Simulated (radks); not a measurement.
Task: Cu3+, 26 electrons, occupied as [Ar] 3d7.5 4s0.5 (fractional occupations, a model configuration). All-electron calculation, Dirac Kohn-Sham, PBE, spin-unpolarised, spherical densities, point nucleus; open shells fill j = l - 1/2 first. Program: a radial shooting solver on a logarithmic mesh with Libxc functionals. Some entries of the table are withheld. Estimate them.

orbital,occ.,eigenvalue (hartree),<r^2> (bohr^2)
1s1/2,2,-327.0768,(1)
2s1/2,2,-40.96041,0.06521
2p1/2,2,-36.11530,(2)
2p3/2,4,-35.36255,(3)
3s1/2,2,-6.06517,(4)
3p1/2,2,(5),0.6190
3p3/2,4,(6),0.6355
3d3/2,4,(7),0.8778
3d5/2,3.5,(8),0.8866
4s1/2,0.5,-1.31946,4.687

Result: 
(1) 1s1/2 <r^2> (bohr^2): 0.003656
(2) 2p1/2 <r^2> (bohr^2): 0.05124
(3) 2p3/2 <r^2> (bohr^2): 0.05278
(4) 3s1/2 <r^2> (bohr^2): 0.5691
(5) 3p1/2 eigenvalue (hartree): -4.55179
(6) 3p3/2 eigenvalue (hartree): -4.45310
(7) 3d3/2 eigenvalue (hartree): -1.95026
(8) 3d5/2 eigenvalue (hartree): -1.93771
